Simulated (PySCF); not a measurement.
# Zn⁺: excitation energy

Zn⁺ [Ar] 3d10 4s1 (2S) → Zn⁺ [Ar] 3d9 4s1 5s1 (4D), as a difference of total energies. All numbers are calculated (PySCF 2.14, a scalar-relativistic core potential, in aug-cc-pVDZ-PP with ECP10MDF). Correlated levels: valence: 3s2 3p6 frozen. The calculations carry no spin-orbit coupling.

| method | excitation energy (eV) |
| --- | --- |
| UHF | 18.655 |
| MP2 (valence) | 21.564 |
| SCS-MP2 (valence) | 21.277 |
| CCSD (valence) | 20.850 |
| CCSD(T) (valence) | 20.973 |

How much does correlation contribute at CCSD(T) (valence)?

20.973 − (18.655) = 2.318 eV, measured against UHF.

The upper state lies above the first ionisation limit, but in LS coupling its spin forbids autoionisation to the ground ion. A Rydberg-like electron needs more diffuse functions than a valence basis has.

The promoted electron is Rydberg-like, and one or two diffuse shells describe it only roughly, which tends to raise the upper state.
